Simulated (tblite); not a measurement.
Compound: CH₄Cl₃N₂Si₂ (doublet state).
Numbering: `[Cl:1][C:2]([Cl:3])([Cl:4])[SiH:5]1[NH:6][SiH:7][NH:8]1` (hydrogens: H9 on Si5; H10 on N6; H11 on Si7; H12 on N8)

Structure optimised with GFN2-xTB, isolated species. This method treats the open shell by occupation alone, without spin polarisation.

Some entries are withheld. Bonds in one row agree within 0.01 Å.

| coordinate | value |
| --- | --- |
| Cl1–C2, C2–Cl3 | ? |
| C2–Cl4 | ? |
| C2–Si5 | ? |
| Si5–N6, Si5–N8 | ? |
| N6–Si7, Si7–N8 | ? |
| Si5–H9 | 1.452 Å |
| N6–H10, N8–H12 | 1.003 Å |
| Si7–H11 | 1.464 Å |
| Cl1–C2–Cl3 | 108.2° |
| Cl1–C2–Cl4 | 108.6° |
| Cl1–C2–Si5 | ? |
| Cl4–C2–Si5 | ? |
| C2–Si5–N6 | 111.5° |
| N6–Si5–N8 | ? |
| Si5–N6–Si7 | 96.4° |
| N6–Si7–N8 | ? |

**Question.** Fill in the missing values.

**Answer.** 
- Cl1–C2, C2–Cl3 = 1.777 Å, drawn single (ends: chlorine bonded to C; carbon bonded to 3 Cl and Si); equal to the sum of covalent radii, 1.78 Å.
- C2–Cl4 = 1.765 Å, drawn single (ends: carbon bonded to 3 Cl and Si; chlorine bonded to C); 0.02 Å below the sum of covalent radii, 1.78 Å.
- C2–Si5 = 1.934 Å, drawn single (ends: carbon bonded to 3 Cl and Si; silicon bonded to C, 2 N and H); 0.06 Å above the sum of covalent radii, 1.87 Å.
- Si5–N6, Si5–N8 = 1.727 Å, drawn single (ends: silicon bonded to C, 2 N and H; nitrogen bonded to 2 Si and H); 0.09 Å below the sum of covalent radii, 1.82 Å.
- N6–Si7, Si7–N8 = 1.764 Å, drawn single (ends: nitrogen bonded to 2 Si and H; silicon bonded to 2 N and H); 0.06 Å below the sum of covalent radii, 1.82 Å.
- Cl1–C2–Si5 = 109.6°, at the carbon bonded to 3 Cl and Si; the outer atoms are 3.033 Å apart.
- Cl4–C2–Si5 = 112.2°, at the carbon bonded to 3 Cl and Si; the outer atoms are 3.071 Å apart.
- N6–Si5–N8 = 84.6°, at the silicon bonded to C, 2 N and H, inside a 4-membered ring; the outer atoms are 2.325 Å apart.
- N6–Si7–N8 = 82.4°, at the silicon bonded to 2 N and H, inside a 4-membered ring; the outer atoms are 2.325 Å apart.

Radii are Cordero's, carbon taken as 0.76, 0.73 or 0.69 Å for four, three, and two or fewer neighbours.

Its GFN2-xTB frequencies are all real (lowest 28 cm⁻¹).

Time: 0.64 s wall. Hardware: one thread, Arm Neoverse V2 (aarch64) (shared host). This is the geometry optimisation.

Shape of the structure used: `[Cl:1][C:2]([Cl:3])([Cl:4])[SiH:5]1[NH:6][SiH:7][NH:8]1`: Cl1–C2–Si5–N6 -74°.

The numbers are calculated, not measured.
